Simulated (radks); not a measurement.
Values are calculated unless marked as measured or tabulated.
Question: The hafnium ion Hf4+ is in [Xe] 4f14. Code: a radial shooting solver on a logarithmic mesh with Libxc functionals. Model: scalar-relativistic Kohn-Sham, PBE, spin-polarised, spherical densities, finite nucleus; Fermi nuclear charge, rms radius of each element as measured or else 0.836 A^(1/3) + 0.57 fm. Open shells are filled with parallel spins first. One electron is removed from 4d, 4f, 5s, 5p in turn, with full relaxation. Which removal costs least, and what does each cost?

Answer: 4f 69.494 eV; 5p 83.501 eV; 5s 116.50 eV; 4d 260.27 eV. The 4f electron leaves first.
